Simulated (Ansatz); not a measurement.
```xyz
3

N     0.0000    0.0000   -1.2898
N     0.0000    0.0000   -0.0737
O     0.0000    0.0000    1.1931
```

Basis set: cc-pVDZ (spherical functions). Frozen core: 3 orbitals. Charge 0, multiplicity 1.

Computed with Ansatz (development build ahead of 0.2.0); each method stands on the lowest determinant of its kind that the runs found. Restricted open shells among the atoms or ions are ROHF, correlated in semicanonical orbitals with singles.

The atomization energy at this shape (free ground-state atoms in the same class of orbitals less the molecule, no zero-point energy) of singlet N₂O:

```json
{"method": "RHF-MP2", "atomization energy": "10.77 eV"}
```

Q: What does RHF give?

A: 2.29 eV. Caution: in another basis set an unrestricted determinant lies well below; the shape is not the minimum.
